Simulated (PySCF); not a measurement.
**Heteronuclear NMR**

Bonds (- single, = double, # triple, : aromatic): C1-O2, O2-C3, C3=C4, C4-C5, C5-C6, C6-Si7, Si7-C5. C1 carries H8, H9, H10; C3 carries H11; C4 carries H12; C5 carries H13; C6 carries H14, H15; Si7 carries H16, H17. Stereochemistry as in CO/C=C/[C@@H]1C[SiH2]1. H14, H16 are cis to C4 on the ring; H15, H17 are trans to C4 on the ring.

Theoretical values (PySCF 2.14.0 with density-fitted response routines): geometry: GFN2-xTB, shielding tensors at PBE0/pcSseg-1 (GIAO). No relativistic terms, no solvent model, rapidly exchanging positions averaged, one computed conformer.

**Question.** Predict the $^{29}$Si NMR data.

**Answer.** 
```json
{"atoms": "Si7", "environment": "silicon bonded to 2 C, 2 H, in a 3-membered ring", "σ (ppm)": "480.8", "δ (ppm)": "-115.2"}
```

Shieldings were converted by a linear fit to measured shifts: $^{29}$Si: δ = 279.94 − 0.822σ (rms 8.9 ppm, 72 shifts, 25.8 ppm with the 6 outliers that the fit left out vs TMS, solution or neat liquid). A few per cent of atoms miss by over 2 rms, more outside the fitted compound classes.

On a 600 MHz spectrometer $^{29}$Si resonates near 119.2 MHz, so 1 ppm is 119.2 Hz.

**Question.** What are the $^{17}$O shifts?

**Answer.** 
```csv
atoms,environment,σ (ppm),δ (ppm)
O2,ether oxygen,234.5,53.1
```

Shieldings were converted by a linear fit to measured shifts: $^{17}$O (scatter 10.7 ppm rms, 12.2 ppm with the 3 outliers that the fit left out vs liquid water, solution or neat liquid). A few per cent of atoms miss by over 2 rms, more outside the fitted compound classes.

On a 400 MHz spectrometer $^{17}$O resonates near 54.2 MHz, so 1 ppm is 54.2 Hz.
